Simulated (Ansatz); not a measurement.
Stepwise reaction of `COB(Cl)Cl` with hydrogen sulfide, as a gas-phase model of exchange steps in deposition or etching. ΔE in kJ/mol.

Computed with Ansatz on PBE0-D4/def2-TZVP structures; ΔE is electronic, products minus reactants. CCSD(T)/CBS adds triple-zeta CCSD(T) − MP2 to the extrapolated MP2 energy (def2 sets, frozen cores). This one scheme is used for every species. Functionals use def2-TZVPP. B3LYP here is the variant with VWN-RPA as its local correlation; programs differ in this. One conformer a species, not always the lowest.

| step | reaction | PBE-D4 | B3LYP-D4 | ωB97M-V | CCSD(T)/CBS |
| --- | --- | --- | --- | --- | --- |
| 2 | `COB(S)Cl` + H₂S → `COB(S)S` + HCl | 19.8 | 23.6 | 25.1 | 21.6 |

**Question.** Give the row of step 1, `COB(Cl)Cl` + H₂S → `COB(S)Cl` + HCl. (Best estimate.)

**Answer.** The calculation gave: 
```
step                              reaction  PBE-D4  B3LYP-D4  ωB97M-V  CCSD(T)/CBS
   1  `COB(Cl)Cl` + H₂S → `COB(S)Cl` + HCl    12.4      14.9     16.1         13.3
```

**Question.** By hand: ΔE of the 2 steps together at CCSD(T)/CBS.

**Answer.** (13.3) + (21.6) = 34.9 kJ/mol, or 17.5 kJ/mol a step.

In ΔE each step is higher than the one before. All are uphill at CCSD(T)/CBS. PBE-D4 differs from CCSD(T)/CBS by -1.8 to -0.9 kJ/mol a step. Isolated molecules leave out the surface, adducts and barriers. Largest T1 diagnostic: 0.013.
